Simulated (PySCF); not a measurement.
# Working out the ionisation energy of Mo⁺

Mo⁺ [Kr] 4d5 (6S) → Mo²⁺ [Kr] 4d4 (5D). Calculation: PySCF 2.14, in aug-cc-pVDZ-PP with ECP28MDF; a scalar-relativistic core potential. Frozen: 4s2 4p6. Energies in hartree (1 hartree = 27.21139 eV):

```tsv
part	Mo⁺ (lower)	Mo²⁺ (upper)
UHF	-67.114292	-66.557901
CCSD correlation	-0.053065	-0.029473
(T)	-0.000529	-0.000136
```

Question: What does Hartree-Fock give?

Answer: (-66.557901) − (-67.114292) = 0.556391 hartree = 15.140 eV.

Question: What do CCSD and CCSD(T) give?

Answer: The CCSD correlation energies differ by 0.023592 hartree = 0.642 eV and the triples by 0.000393 hartree = 0.011 eV, so CCSD gives 15.782 eV and CCSD(T) 15.793 eV.

Reference: 16.16 ± 0.12 eV (semi-empirical (NIST evaluation); NIST Atomic Spectra Database, ionization energies), between the lowest levels; spin-orbit coupling is absent from the calculation.

A double-zeta basis recovers only part of the correlation energy.

What remains against the reference includes basis incompleteness, the frozen core and higher excitations.
